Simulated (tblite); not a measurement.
Species: C₄H₆Cl₃N.
SMILES with atom numbers: `[H]/[N:3]=[C:2](\[CH3:1])[CH2:4][C:5]([Cl:6])([Cl:7])[Cl:8]` (hydrogens: H9, H10, H11 on C1; H12 on N3; H13, H14 on C4)

Computed with GFN2-xTB (tblite), gas phase: Langevin dynamics at 400 K from the optimised GFN2-xTB geometry, time step 0.5 fs, friction 0.01 fs⁻¹, 2000 steps.

Start geometry:
```
atom  x, y, z in Å
C1     -1.586    0.332   -0.273
C2     -0.557   -0.716    0.024
N3     -0.633   -1.940   -0.245
C4      0.704   -0.278    0.742
C5      1.554    0.706   -0.043
Cl6     0.882    2.353   -0.009
Cl7     3.188    0.790    0.669
Cl8     1.710    0.195   -1.739
H9     -2.534   -0.130   -0.543
H10    -1.252    0.946   -1.108
H11    -1.733    0.985    0.584
H12    -1.488   -2.235   -0.712
H13     0.449    0.172    1.704
H14     1.295   -1.180    0.916
```

The statistics below take the 31 frames saved every 25 fs from 250 to 1000 fs; their kinetic temperature (all 3N coordinates) averages 391 K.

**Question.** Give the mean, spread and extremes of the bond lengths.

**Answer.** 
```csv
bond,start (Å),mean (Å),standard deviation (Å),shortest (Å),longest (Å)
C1–C2,1.498,1.518,0.036,1.442,1.579
C2=N3,1.256,1.256,0.025,1.220,1.304
C2–C4,1.516,1.519,0.038,1.427,1.631
C4–C5,1.519,1.533,0.056,1.433,1.641
C5–Cl6,1.779,1.792,0.060,1.667,1.889
C5–Cl7,1.785,1.799,0.053,1.683,1.940
C5–Cl8,1.778,1.776,0.050,1.679,1.861
C1–H9,1.088,1.090,0.029,1.043,1.154
C1–H10,1.089,1.094,0.031,1.033,1.169
C1–H11,1.087,1.096,0.037,1.026,1.190
N3–H12,1.018,1.021,0.023,0.979,1.057
C4–H13,1.092,1.099,0.034,1.035,1.222
C4–H14,1.092,1.096,0.038,1.026,1.178
```

**Question.** Give the same statistics for bond angles, one of each kind among heavy atoms.

**Answer.** 
```csv
angle,start (°),mean (°),standard deviation (°),smallest (°),largest (°)
C1–C2–N3,126.7,126.6,4.6,117.3,138.7
C1–C2–C4,117.6,116.0,3.7,106.9,124.8
N3–C2–C4,115.7,116.9,3.5,110.8,125.9
C2–C4–C5,114.1,112.0,4.3,105.6,121.6
C4–C5–Cl6,112.3,111.3,4.7,101.4,121.2
C4–C5–Cl7,109.7,109.0,4.1,100.0,116.0
Cl6–C5–Cl7,107.1,107.9,3.7,101.4,114.4
Cl6–C5–Cl8,108.5,108.2,4.2,99.2,118.8
```

**Question.** How far does each atom move about its mean position (frames aligned on the start, all atoms weighted alike), and what rms force does it feel?

**Answer.** 
| atom | rms displacement (Å) | rms force (eV/Å) |
| --- | --- | --- |
| C1 | 0.11 | 2.07 |
| C2 | 0.09 | 2.33 |
| N3 | 0.17 | 2.18 |
| C4 | 0.09 | 2.42 |
| C5 | 0.12 | 1.90 |
| Cl6 | 0.35 | 1.00 |
| Cl7 | 0.25 | 0.98 |
| Cl8 | 0.33 | 0.87 |
| H9 | 0.80 | 1.01 |
| H10 | 0.73 | 1.06 |
| H11 | 0.87 | 1.21 |
| H12 | 0.23 | 1.02 |
| H13 | 0.17 | 1.12 |
| H14 | 0.17 | 1.36 |

The displacements run from 0.09 to 0.87 Å, the largest at H11.

**Question.** Follow the torsions C1–C2–C4–C5 and C2–C4–C5–Cl6 through every second one of these frames.

**Answer.** 
```tsv
t (fs)	C1–C2–C4–C5 (°)	C2–C4–C5–Cl6 (°)
250	-84	79
300	-82	68
350	-89	70
400	-95	74
450	-101	57
500	-111	59
550	-107	49
600	-110	60
650	-95	52
700	-99	53
750	-108	55
800	-104	48
850	-101	41
900	-88	44
950	-110	57
1000	-105	58
```

Largest departure from the start value over all these frames: C1–C2–C4–C5 54° (start -64°), C2–C4–C5–Cl6 38° (start 77°).

**Question.** How widely does the potential energy scatter, against a harmonic estimate?

**Answer.** Mean 0.62 eV above the start, standard deviation 0.128 eV, range 0.36 to 0.87 eV. For 36 classical harmonic modes at 400 K the canonical values are 36kT/2 = 0.62 eV and kT·√(36/2) = 0.146 eV.

The run is classical and short, so these are rough statistics of one trajectory.

The cost below is that of the whole dynamics run. Time: 19 s; peak memory 0.18 GiB. Hardware: Intel Xeon 6975P-C, one thread, on a shared host.
